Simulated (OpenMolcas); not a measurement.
Kr V: effect of the level shift or regulariser

```
Program             : OpenMolcas 26.06
Basis               : ANO-RCC-VTZP [6s5p3d1f]
Scalar Hamiltonian  : DKH2, point nucleus
Active space        : 4 electrons in 4 orbitals (4s 4p)
State averaging     : 2S+1 = 3 even, 6 roots; 2S+1 = 1 even, 11 roots; 2S+1 = 5 odd, 1 root; 2S+1 = 3 odd, 9 roots; 2S+1 = 1 odd, 8 roots
Spin-orbit coupling : RASSI with atomic mean-field integrals over the reference wave functions, term energies averaged over their components
```

Methods on the same reference wave functions:
A. CASSCF
B. MS-CASPT2, IPEA 0.25 Eh, imaginary shift 0.1 Eh (closed shells correlated: 3d)
C. MS-CASPT2, IPEA 0.25 Eh, real shift 0.2 Eh (closed shells correlated: 3d)

Energies in cm-1 above 4s2 4p2 3P0, the measured ground level; measured values from Saloman, J. Phys. Chem. Ref. Data 36, 215 (2007).

```tsv
Level	A	B	C	Measured
4s2 4p2 3P0	0.0	0.0	0.0	0.0
4s2 4p2 3P1	3359	3350	3350	3743
4s2 4p2 3P2	7130	6950	6950	7595
4s2 4p2 1D2	22039	19220	19240	19723
4s2 4p2 1S0	37738	38290	38280	39204
4s 4p3 5S* 2	83646	91550	91520	
4s 4p3 3D* 2	136421	125950	126770	
4s 4p3 3D* 1	136585	126010	126840	
4s 4p3 3D* 3	137336	126660	127500	131016
4s 4p3 3P* 0	153072	147080	147510	147925
4s 4p3 3P* 1	153457	147340	147780	148287
4s 4p3 3P* 2	154056	147830	148280	148668
4s 4p3 1D* 2	195986	176650	177460	163387
4s 4p3 3S* 1 [74 %]	200601	190180	190330	185064
4s 4p3 1P* 1 [74 %]	212747	198510	198880	194041
```

Deviations, from unrounded energies. A percentage is the sum of absolute deviations over the sum of measured energies, with the sign that they share, or ± where signs differ.

```tsv
Against measurement	Levels	A	B	C
mean absolute deviation (cm-1)	11	8500	2900	2900
fine structure of the ground term (%)	2	-7.5	-9.2	-9.1
other terms of the ground configuration (%)	2	±6.4	-2.4	-2.4
other configurations (%)	7	+7.9	±2.7	±2.6
```

B, C lie about equally close to measurement and A furthest from it. The largest miss of C in the table is 4s 4p3 1D* 2, by +14000 cm-1. The ranking rests on the paired levels alone, and a cruder setting can come out closer through cancelling errors.

Between B and C the level of the table that moves most is 4s 4p3 3D* 3, by 840 cm-1 (lowest in B, highest in C). Moves below CASPT2's spread within the term are not significant.

The mean deviations of B to C differ by less than CASPT2's widest spread within a term (2400 cm-1), so their order carries little weight.

From A to B the spin-free energies of the other terms of 4s2 4p2 shown, above 3P, scale by factors of 0.81 to 1.02.

The lowest spin-free term lies below A's lowest term by 0.108 hartree in B, 0.108 hartree in C.

CASPT2 breaks the degeneracy within a term, and the mean is taken; among the terms shown or strongly mixed into the levels shown the widest spread is 2400 cm-1 (4s 4p3 1D*, B). Over all roots computed the reference weight is 0.87 to 0.99 in B, 0.91 to 0.99 in C; the roots of lowest weight are the least certain, and an intruder state may touch them. Terms of s pⁿ other than that of highest spin mix with s² pⁿ⁻² d, which this space lacks; all of them can be thousands of cm-1 off, and some have no real level of that name. Some levels mix across a computed gap that differs much from the measured one, so their mixing is not that of the real levels (holds for A). Computed and measured levels are paired by configuration, term and J; levels that our copy of the source lacks, or whose pairing is in doubt (as where it misses far off the trend of its configuration), stay unpaired and out of the deviations. Levels of configurations outside the active space are missing. The table leaves out levels that lie high or whose names do not pair safely across all columns.

A share in square brackets marks a mixed level and gives the weight of the term that names it, the lowest over the columns. * marks odd parity.
